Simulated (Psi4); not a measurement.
H$_{3}$GeNO (SMILES [NH2][Ge][OH]), singlet, geometry from GFN2-xTB; HF/cc-pVQZ in Psi4 1.11.

The Psi4 input:
```
memory 2 GB

molecule {
0 1
  Ge   -0.20480365    0.05078791    0.40501553
  O     0.77506469    1.25477700   -0.45492660
  H     1.18266181    1.09672045   -1.30342499
  N    -0.09672543   -1.31767246   -0.80809154
  H     0.39226430   -1.32691113   -1.69166428
  H    -0.54464877   -2.20953138   -0.66935404
}

set basis cc-pvqz

energy('scf')
print_variables()
```

Task: What does Psi4 print? Leave out banner, timings and long lists.

Result: 
```
   => Loading Basis Set <=

    Name: CC-PVQZ
    Role: ORBITAL
    Keyword: BASIS

         ---------------------------------------------------------
                                   SCF
               by Justin Turney, Rob Parrish, Andy Simmonett
                          and Daniel G. A. Smith
                              RHF Reference
         ---------------------------------------------------------

  ==> Geometry <==

    Molecular point group: c1
    Full point group: C1

    Geometry (in Angstrom), charge = 0, multiplicity = 1:

       Center              X                  Y                   Z               Mass
    ------------   -----------------  -----------------  -----------------  -----------------
         GE          -0.176205632453     0.023538955516     0.333446047295    73.921177761000
         O            0.803662707547     1.227528045516    -0.526496082705    15.994914619570
         H            1.211259827547     1.069471495516    -1.374994472705     1.007825032230
         N           -0.068127412453    -1.344921414484    -0.879661022705    14.003074004430
         H            0.420862317547    -1.354160084484    -1.763233762705     1.007825032230
         H           -0.516050752453    -2.236780334484    -0.740923522705     1.007825032230

  Running in c1 symmetry.

  Rotational constants: A =      0.46704  B =      0.25888  C =      0.16656 [cm^-1]
  Rotational constants: A =  14001.38113  B =   7761.16106  C =   4993.30331 [MHz]
  Nuclear repulsion =  188.468372104379455

  Charge       = 0
  Multiplicity = 1
  Electrons    = 50
  Nalpha       = 25
  Nbeta        = 25

  ==> Algorithm <==

  SCF Algorithm Type is DF.
  DIIS enabled.
  MOM disabled.
  Fractional occupation disabled.
  Guess Type is SAD.
  Energy threshold   = 1.00e-06
  Density threshold  = 1.00e-06
  Integral threshold = 1.00e-12

  ==> Primary Basis <==

  Basis Set: CC-PVQZ
    Blend: CC-PVQZ
    Number of shells: 80
    Number of basis functions: 268
    Number of Cartesian functions: 329
    Spherical Harmonics?: true
    Max angular momentum: 4

   => Loading Basis Set <=

    Name: (CC-PVQZ AUX)
    Role: JKFIT
    Keyword: DF_BASIS_SCF

  ==> Integral Setup <==

  SCF_SUBTYPE=INCORE selected. In-core MEM_DF algorithm will be used.
  Using in-core AOs.

  ==> MemDFJK: Density-Fitted J/K Matrices <==

    J tasked:                   Yes
    K tasked:                   Yes
    wK tasked:                   No
    Algorithm:                 Core
    Schwarz Cutoff:           1E-12
    Mask sparsity (%):       3.4195
    Fitting Condition:        1E-10

   => Auxiliary Basis Set <=

  Basis Set: (CC-PVQZ AUX)
    Blend: CC-PVQZ-JKFIT
    Number of shells: 147
    Number of basis functions: 583
    Number of Cartesian functions: 772
    Spherical Harmonics?: true
    Max angular momentum: 5

  Minimum eigenvalue in the overlap matrix is 1.2965366393E-04.
  Reciprocal condition number of the overlap matrix is 1.7575666062E-05.
    Using symmetric orthogonalization.

  ==> Pre-Iterations <==

  SCF Guess: Superposition of Atomic Densities via on-the-fly atomic UHF (no occupation information).

   -------------------------
    Irrep   Nso     Nmo
   -------------------------
     A        268     268
   -------------------------
    Total     268     268
   -------------------------

  ==> Iterations <==

                           Total Energy        Delta E     RMS |[F,P]|

   @DF-RHF iter SAD: -2201.72258296053997   -2.20172e+03   0.00000e+00
   @DF-RHF iter   1: -2205.54006806483630   -3.81749e+00   8.35980e-03 ADIIS/DIIS
   @DF-RHF iter   2: -2206.15010870240803   -6.10041e-01   6.30074e-03 ADIIS/DIIS
   @DF-RHF iter   3: -2206.57189883683077   -4.21790e-01   2.75737e-04 ADIIS/DIIS
   @DF-RHF iter   4: -2206.57446633976360   -2.56750e-03   7.76417e-05 DIIS
   @DF-RHF iter   5: -2206.57468851249723   -2.22173e-04   2.89162e-05 DIIS
   @DF-RHF iter   6: -2206.57472406125817   -3.55488e-05   7.14673e-06 DIIS
   @DF-RHF iter   7: -2206.57472724022318   -3.17897e-06   2.05849e-06 DIIS
   @DF-RHF iter   8: -2206.57472773305790   -4.92835e-07   7.39655e-07 DIIS
  Energy and wave function converged.

  ==> Post-Iterations <==

    Orbital Energies [Eh]
    ---------------------

    Doubly Occupied:

[...]
      25A     -0.362776

    Virtual:

[...]
    Final Occupation by Irrep:
              A
    DOCC [    25 ]
    NA   [    25 ]
    NB   [    25 ]

  @DF-RHF Final Energy: -2206.57472773305790

   => Energetics <=

    Nuclear Repulsion Energy =            188.4683721043794549
    One-Electron Energy =               -3451.8532069311386294
    Two-Electron Energy =                1056.8101070937016175
    Total Energy =                      -2206.5747277330574434

Computation Completed

Properties will be evaluated at   0.000000,   0.000000,   0.000000 [a0]

Properties computed using the SCF density matrix

 Multipole Moments:

 ------------------------------------------------------------------------------------
     Multipole            Electronic (a.u.)      Nuclear  (a.u.)        Total (a.u.)
 ------------------------------------------------------------------------------------

 L = 1.  Multiply by 2.5417464519 to convert [e a0] to [Debye]
 Dipole X            :         -2.6819044            2.7021211            0.0202167
 Dipole Y            :          1.8048978           -2.5746534           -0.7697555
 Dipole Z            :          6.1527152           -6.7623359           -0.6096207
 Magnitude           :                                                    0.9821251

 ------------------------------------------------------------------------------------

  Variable Map:
  ----------------------------------------------------------------------------
[...]
  Array Variable Map:
  ----------------------------------------------------------------------------
[...]
[...]
```
